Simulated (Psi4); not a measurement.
HO (SMILES [OH]), doublet, geometry from GFN2-xTB. Base run: MP2/cc-pVTZ (Psi4).

Here is a job for Psi4.
```
memory 2 GB

molecule mol {
0 2
  O    -0.000000   -0.000000   -0.107036
  H     0.000000    0.000000    0.856289
}

set basis cc-pvtz
set reference uhf
set freeze_core true

energy('mp2')
print_variables()
```

Variants of this job, named by their change:

```
change                 basis functions     E (Eh)  MP2 correlation (Eh)
---------------------  ---------------  ---------  --------------------
base                                44  -75.61884              -0.19939
basis = 6-31G                        …          …                     …
basis = def2-SV(P)                   …          …                     …
basis = cc-pVDZ                      …          …                     …
basis = 6-31G**                     20  -75.53195              -0.14371
basis = 6-311++G**                  29  -75.57987              -0.16517
basis = def2-SVPD                   31  -75.49197              -0.15806
basis = 6-311+G(2d,p)               33  -75.59439              -0.17865
basis = def2-TZVPP                   …          …                     …
basis = aug-cc-pVTZ                 69  -75.62626              -0.20443
basis = cc-pVQZ                     85  -75.64354              -0.21745
basis = def2-QZVPP                  87  -75.64444              -0.21676
basis = def2-QZVP                   87  -75.64444              -0.21676
```

Task: Fill in the missing entries.

Result: 
- basis = 6-31G, basis functions: 11
- basis = 6-31G, E (Eh): -75.45109
- basis = 6-31G, MP2 correlation (Eh): -0.08794
- basis = def2-SV(P), basis functions: 16
- basis = def2-SV(P), E (Eh): -75.45613
- basis = def2-SV(P), MP2 correlation (Eh): -0.14198
- basis = cc-pVDZ, basis functions: 19
- basis = cc-pVDZ, E (Eh): -75.54269
- basis = cc-pVDZ, MP2 correlation (Eh): -0.14875
- basis = def2-TZVPP, basis functions: 45
- basis = def2-TZVPP, E (Eh): -75.62237
- basis = def2-TZVPP, MP2 correlation (Eh): -0.19834

Totals compare only among sets that treat the same electrons; sets with core potentials leave the core out.

Open shells are given as the SCF converged; they aren't shown to be the lowest states, and a large step between rows can be another state.
